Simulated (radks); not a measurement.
Species: the iron ion Fe0.9+. Configuration: [Ar] 3d6 4s(up 1, down 0.1) (fractional occupations, a model configuration). All-electron calculation, non-relativistic Kohn-Sham, PBE, spin-polarised, spherical densities, point nucleus; open shells are filled with parallel spins first. Program: a radial shooting solver on a logarithmic mesh with Libxc functionals.

X-ray form factor f0, the Fourier transform of the density (f0(0) = 25.1):

sin(theta)/lambda (1/angstrom)  f0 (electrons)
0.05                                    24.632
0.1                                     23.405
0.15                                    21.783
0.2                                     20.048
0.25                                    18.341
0.3                                     16.715
0.4                                     13.816
0.5                                     11.486
0.6                                      9.741
0.8                                      7.625
1                                        6.511
1.25                                     5.550
1.5                                      4.673
2                                        3.147
